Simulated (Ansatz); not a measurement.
Ideal-gas functions of `BNC(=N)F` at 400 K and 1 bar, from an Ansatz frequency run at PBE0-D4/def2-TZVP.

Molar mass 73.87 g/mol, point group Cs (symmetry number 1), electronic degeneracy 1, moments of inertia 48.575, 117.504, 166.079 u Å². Harmonic wavenumbers (cm⁻¹, unscaled): 94, 282, 362, 514, 574, 718, 783, 839, 842, 1019, 1025, 1068, 1158, 1264, 1314, 1530, 1830, 2617, 2728, 3577, 3630.

Use S(trans) = R[1.5 ln M + 2.5 ln T − 1.1517]; rotational temperatures θ = 24.2544 K / I; S(rot) = R[ln(√π/σ · √(T³/θAθBθC)) + 1.5]; for each mode x = 1.438777 ν̃/T, S = R[x/(eˣ − 1) − ln(1 − e⁻ˣ)] and H = RT x/(eˣ − 1); 1 cm⁻¹ = 0.0119627 kJ/mol; R = 8.31446 J/(mol·K).

Task: By hand: the entropy, in J/(mol·K).

Result: Translation 168.6. Rotation: θ = 0.4993, 0.2064, 0.146 K, giving 109.4. Vibration, mode by mode: 17.37, 8.54, 6.68, 4.30, 3.62, 2.41, 2.00, 1.71, 1.69, 1.02, 1.00, 0.88, 0.68, 0.49, 0.43, 0.22, 0.09, 0.01, 0.00, 0.00, 0.00, in all 53.1. Electronic 0.0. Sum 331.1 J/(mol·K).

Task: By hand: H − E and G − E in kJ/mol, counted from the electronic energy.

Result: Zero-point energy ½ × 27768 × 0.0119627 = 166.1; thermal vibration 12.4; translation, rotation and pV give 4 RT = 13.3. H − E = 191.8 kJ/mol, and G − E = 191.8 − 400 × 331.1/1000 = 59.4 kJ/mol.

Vibration gives 16 % of the entropy, 17.4 J/(mol·K) of it from the mode under 150 cm⁻¹: soft modes count most, and the harmonic formula is weakest for them. The sum counts one conformer and one mirror image; others add a mixing term.
